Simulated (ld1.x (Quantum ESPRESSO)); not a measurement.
Be (Z = 4) TM: all-electron and pseudo phase curves

ld1.x (Quantum ESPRESSO) 7.5 input, shortened:

```
&input
   title='Be', zed=4., rel=1, dft='PBE', iswitch=3,
   config='[He] 2s1.5 2p0'
 /
 &inputp
   pseudotype=2, tm=.true., lloc=1,
   nlcc=.false.
 /
2
1S  1  0   2.00   0.00  0.40  0.40  0.0
2P  2  1   0.00   0.00  4.20  4.20  0.0
 &test
   configts(1)='1s2 2s1.5 2p0'
 /
```

Occupied shells without a wave of their own: 2s. They enter only through the test configuration that unscreens the potential.

The phase is arctan(r·u′/u) with u = r·R(r), unwrapped; energies in Ry, scanned from -10 to 5 Ry. A pole is an energy at which the radial function vanishes at the test radius. The pseudo phase is shifted by a multiple of π to meet the all-electron one at the reference energy, and phase errors are pseudo minus all-electron; the curves can meet again beyond the range given. Levels narrower than the energy grid can be missing from the lists of poles.

Q: For each channel, where are the poles, and over which energies does the pseudopotential scatter like the atom?

A:

| channel | radius (bohr) | reference energy (Ry) | poles, all-electron | poles, pseudo | unbroken range about the reference energy with phases within 0.05 rad | phase error 1 Ry above the reference energy (rad) |
| --- | --- | --- | --- | --- | --- | --- |
| s | 4.57 | -8.20 | -0.62, 1.19, 4.03 | -0.70, 1.31, 4.32 | below -0.9 | +0.000 |
| p | 4.57 | -0.42 | -0.31, 1.23, 3.73 | -0.31, 1.53, 4.32 | below 0.0 | +0.445 |

The potential misses its own reference levels by up to 0.9 eV.

Phases in the p channel:

```json
{"E (Ry)": "-10.00", "all-electron": "1.501", "pseudo": "1.501"}
{"E (Ry)": "-9.76", "all-electron": "1.500", "pseudo": "1.500"}
{"E (Ry)": "-9.52", "all-electron": "1.499", "pseudo": "1.499"}
{"E (Ry)": "-9.28", "all-electron": "1.498", "pseudo": "1.498"}
{"E (Ry)": "-9.04", "all-electron": "1.497", "pseudo": "1.497"}
{"E (Ry)": "-8.80", "all-electron": "1.496", "pseudo": "1.496"}
{"E (Ry)": "-8.56", "all-electron": "1.495", "pseudo": "1.495"}
{"E (Ry)": "-8.32", "all-electron": "1.494", "pseudo": "1.494"}
{"E (Ry)": "-8.08", "all-electron": "1.492", "pseudo": "1.492"}
{"E (Ry)": "-7.84", "all-electron": "1.491", "pseudo": "1.491"}
{"E (Ry)": "-7.60", "all-electron": "1.490", "pseudo": "1.490"}
{"E (Ry)": "-7.36", "all-electron": "1.488", "pseudo": "1.489"}
{"E (Ry)": "-7.12", "all-electron": "1.487", "pseudo": "1.487"}
{"E (Ry)": "-6.88", "all-electron": "1.486", "pseudo": "1.486"}
{"E (Ry)": "-6.64", "all-electron": "1.484", "pseudo": "1.484"}
{"E (Ry)": "-6.40", "all-electron": "1.482", "pseudo": "1.482"}
{"E (Ry)": "-6.16", "all-electron": "1.480", "pseudo": "1.480"}
{"E (Ry)": "-5.92", "all-electron": "1.479", "pseudo": "1.479"}
{"E (Ry)": "-5.68", "all-electron": "1.477", "pseudo": "1.477"}
{"E (Ry)": "-5.44", "all-electron": "1.474", "pseudo": "1.474"}
{"E (Ry)": "-5.20", "all-electron": "1.472", "pseudo": "1.472"}
{"E (Ry)": "-4.96", "all-electron": "1.470", "pseudo": "1.470"}
{"E (Ry)": "-4.72", "all-electron": "1.467", "pseudo": "1.467"}
{"E (Ry)": "-4.48", "all-electron": "1.464", "pseudo": "1.464"}
{"E (Ry)": "-4.24", "all-electron": "1.461", "pseudo": "1.461"}
{"E (Ry)": "-4.00", "all-electron": "1.457", "pseudo": "1.457"}
{"E (Ry)": "-3.76", "all-electron": "1.453", "pseudo": "1.453"}
{"E (Ry)": "-3.52", "all-electron": "1.449", "pseudo": "1.449"}
{"E (Ry)": "-3.28", "all-electron": "1.444", "pseudo": "1.444"}
{"E (Ry)": "-3.04", "all-electron": "1.439", "pseudo": "1.439"}
{"E (Ry)": "-2.80", "all-electron": "1.432", "pseudo": "1.433"}
{"E (Ry)": "-2.56", "all-electron": "1.425", "pseudo": "1.425"}
{"E (Ry)": "-2.32", "all-electron": "1.417", "pseudo": "1.417"}
{"E (Ry)": "-2.08", "all-electron": "1.406", "pseudo": "1.407"}
{"E (Ry)": "-1.84", "all-electron": "1.394", "pseudo": "1.394"}
{"E (Ry)": "-1.60", "all-electron": "1.377", "pseudo": "1.378"}
{"E (Ry)": "-1.36", "all-electron": "1.355", "pseudo": "1.356"}
{"E (Ry)": "-1.12", "all-electron": "1.322", "pseudo": "1.324"}
{"E (Ry)": "-0.88", "all-electron": "1.262", "pseudo": "1.266"}
{"E (Ry)": "-0.64", "all-electron": "1.087", "pseudo": "1.095"}
{"E (Ry)": "-0.40", "all-electron": "-1.235", "pseudo": "-1.235"}
{"E (Ry)": "-0.16", "all-electron": "-1.763", "pseudo": "-1.746"}
{"E (Ry)": "0.08", "all-electron": "-2.002", "pseudo": "-1.935"}
{"E (Ry)": "0.32", "all-electron": "-2.763", "pseudo": "-2.338"}
{"E (Ry)": "0.56", "all-electron": "-4.192", "pseudo": "-3.686"}
{"E (Ry)": "0.80", "all-electron": "-4.530", "pseudo": "-4.370"}
{"E (Ry)": "1.04", "all-electron": "-4.653", "pseudo": "-4.561"}
{"E (Ry)": "1.28", "all-electron": "-4.727", "pseudo": "-4.651"}
{"E (Ry)": "1.52", "all-electron": "-4.789", "pseudo": "-4.710"}
{"E (Ry)": "1.76", "all-electron": "-4.864", "pseudo": "-4.760"}
{"E (Ry)": "2.00", "all-electron": "-4.997", "pseudo": "-4.812"}
{"E (Ry)": "2.24", "all-electron": "-5.470", "pseudo": "-4.885"}
{"E (Ry)": "2.48", "all-electron": "-7.163", "pseudo": "-5.032"}
{"E (Ry)": "2.72", "all-electron": "-7.598", "pseudo": "-5.622"}
{"E (Ry)": "2.96", "all-electron": "-7.719", "pseudo": "-7.252"}
{"E (Ry)": "3.20", "all-electron": "-7.779", "pseudo": "-7.610"}
{"E (Ry)": "3.44", "all-electron": "-7.818", "pseudo": "-7.719"}
{"E (Ry)": "3.68", "all-electron": "-7.848", "pseudo": "-7.775"}
{"E (Ry)": "3.92", "all-electron": "-7.875", "pseudo": "-7.811"}
{"E (Ry)": "4.16", "all-electron": "-7.902", "pseudo": "-7.838"}
{"E (Ry)": "4.40", "all-electron": "-7.934", "pseudo": "-7.862"}
{"E (Ry)": "4.64", "all-electron": "-7.978", "pseudo": "-7.884"}
{"E (Ry)": "4.88", "all-electron": "-8.053", "pseudo": "-7.909"}
```
